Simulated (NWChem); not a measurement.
Species: C$_{8}$H$_{6}$; SMILES c1c(cccc1)C#C

Computed with NWChem. The level has its own optimisation; frequencies are unscaled. Brackets give each atom's bonded neighbours.

Problem. Predict the results for LDA (Slater exchange, VWN5)/def2-SVP. Quantities: r C–C [C(CC)–C(CH)] (Å); r C–H [C(CH)–H(C)] (Å); r C–C [C(CC)–C(CCC)] (Å); r C–C [C(CCC)–C(CCH)] (Å); highest harmonic frequency (cm⁻¹); lowest (cm⁻¹); zero-point energy (kcal/mol); dipole (D).

Solution. The r C–C [C(CC)–C(CH)] (Å) is 1.222 and the r C–H [C(CH)–H(C)] (Å) is 1.084. The r C–C [C(CC)–C(CCC)] (Å) comes out as 1.417 and the r C–C [C(CCC)–C(CCH)] (Å) is 1.406. The highest harmonic frequency (cm⁻¹) is 3394, the lowest (cm⁻¹) comes out as 140 and the zero-point energy (kcal/mol) comes out as 67.2. The dipole (D) is 0.61.
